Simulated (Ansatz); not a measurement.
An input meant for the cluster Li₃N₂⁻ (charge -1, singlet).

```yaml
crystal:
  periodic: [false, false, false]
  atoms:
    - {symbol: Li, position_ang: [0.148436, 1.782307, -0.426585]}
    - {symbol: Li, position_ang: [1.780164, -0.532720, 0.471181]}
    - {symbol: Li, position_ang: [-1.007463, -1.525445, 0.198057]}
    - {symbol: N, position_ang: [0.112179, -0.033721, 0.029870]}
    - {symbol: N, position_ang: [-1.033295, 0.309580, -0.272533]}
basis:
  gaussian: {orbitals: pcseg-2, final_grid: {core_spheres: 1, valence_spheres: 1, degree: 5}}
total_charge: -1
hamiltonian: {xc: {name: PBE}}
scf: {omitted_lower_state_checks: [starts]}
output: {forces: true}
```

```sh
$ ansatz run in.yaml --threads 4 --pin off --events-out ev --progress --plain --max-ram 3916MiB
```

It prints (some lines left out):

```
Functional definition: PBE
712 factors; their error is unknown
mean field evaluation 1: about -3588.2501 eV, gradient 2.4e1 eV
mean field evaluation 2: about -3561.8224 eV, gradient 8.2e1 eV
mean field evaluation 4: about -3572.8389 eV, gradient 6.3e1 eV
mean field evaluation 8: about -3575.1535 eV, gradient 6.7e1 eV
mean field evaluation 16: about -3580.3556 eV, gradient 1.2e-4 eV
mean field evaluation 32: about -3580.3712 eV, gradient 8.4e-1 eV
mean field -3580.38051221 eV, -131.5765569547 hartree, gradient 3.3e-5 eV, S^2 0.000000; 0 other end points of the search recorded, 0 dependent functions left out
reference -3580.38060393 eV, -131.5765603254 hartree; 12, 12 occupied and 93, 93 virtual orbitals, 712 factors
Total energy: -3580.38060393 eV, -131.5765603254 hartree
Atom 0 at     0.148436     1.782307    -0.426585 Å, force     0.802803     0.719251     0.043154 eV/Å
Atom 1 at     1.780164    -0.532720     0.471181 Å, force     4.116083    -1.167706     1.357212 eV/Å
Atom 2 at    -1.007463    -1.525445     0.198057 Å, force     0.177184    -0.981606     0.358583 eV/Å
Atom 3 at     0.112179    -0.033721     0.029870 Å, force   -29.142973     8.604034    -8.442571 eV/Å
Atom 4 at    -1.033295     0.309580    -0.272533 Å, force    24.046903    -7.173973     6.683622 eV/Å
Dipole moment:    -1.130876     0.335528    -0.351112 e Å
Checks for a lower state left out: starts
```

(1) What is wrong with this run?

Results:

(1) The integration grid is far too coarse. The run converged. The result belongs to that input, not to the species as meant. The highest occupied level of an anion often lies above zero with these methods, and sets without diffuse functions describe the outer electron poorly. The restricted singlet is unstable towards broken spin symmetry at other levels; at RKS PBE/pcseg-2 this wasn't settled.
